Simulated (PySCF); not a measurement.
# Ionisation energy of Sb⁺ by level of theory

Sb⁺ [Kr] 4d10 5s2 5p2 (3P) → Sb²⁺ [Kr] 4d10 5s2 5p1 (2P), as a difference of total energies. Calculation: PySCF 2.14, in def2-TZVP with the def2 core potential (28 electrons); scalar relativity through the core potential. Correlated levels: valence: 4s2 4p6 4d10 frozen. The calculations carry no spin-orbit coupling.

**Question.** Order these methods by the ionisation energy they give, lowest first.
A. M06-2X
B. CCSD(T) (valence)
C. UHF
D. SCS-MP2 (valence)

**Answer.** C (16.009 eV), D (16.255 eV), B (16.375 eV), A (16.433 eV).

The reference lies between the lowest fine-structure levels, while these numbers refer to the centres of the terms.

Errors of the correlated levels include the incompleteness of this basis and the frozen core.

For comparison: 16.626 ± 0.025 eV (measured; NIST Atomic Spectra Database, ionization energies).
